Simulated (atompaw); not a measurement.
u(r) = r·R(r): atom against pseudo-atom (rubidium)

Columns: radius, all-electron u(r) and pseudo u(r) of the 5s shell (level -2.23 eV) of rubidium in the configuration [Ar] 3d10 4s2 4p6 5s1 5p0; PBE, scalar-relativistic, PAW (atompaw) scheme, atompaw 4.2.0.5.

```
r (bohr)  all-electron   pseudo
   0.115       -0.0738  -0.1312
   0.231        0.0266  -0.2574
   0.346        0.1124  -0.3708
   0.462        0.0942  -0.4684
   0.577        0.0202  -0.5444
   0.692       -0.0633  -0.5972
   0.808       -0.1325  -0.6254
   0.923       -0.1774  -0.6286
   1.038       -0.1983  -0.6084
   1.154       -0.1982  -0.5668
   1.269       -0.1813  -0.5079
   1.385       -0.1516  -0.4347
   1.500       -0.1135  -0.3528
   1.615       -0.0701  -0.2661
   1.731       -0.0235  -0.1777
   1.846        0.0235  -0.0927
   1.962        0.0703  -0.0125
   2.077        0.1150   0.0595
   2.192        0.1575   0.1231
   2.308        0.1975   0.1785
   2.423        0.2342   0.2251
   2.538        0.2679   0.2643
   2.654        0.2987   0.2978
   2.769        0.3262   0.3261
   2.885        0.3510   0.3511
   3.000        0.3728   0.3728
```

Question: How many radial nodes do the two functions have?

Answer: The all-electron 5s function has n − l − 1 = 4 (the table is too coarse to show those close to the nucleus); the pseudo-wave has 1, since 1 lower shell of the same l stays in the valence.

Question: Is the pseudo-wave norm-conserving?

Answer: No, it belongs to a PAW set: the norm inside the radius is not constrained, and the difference is carried by the augmentation charge.
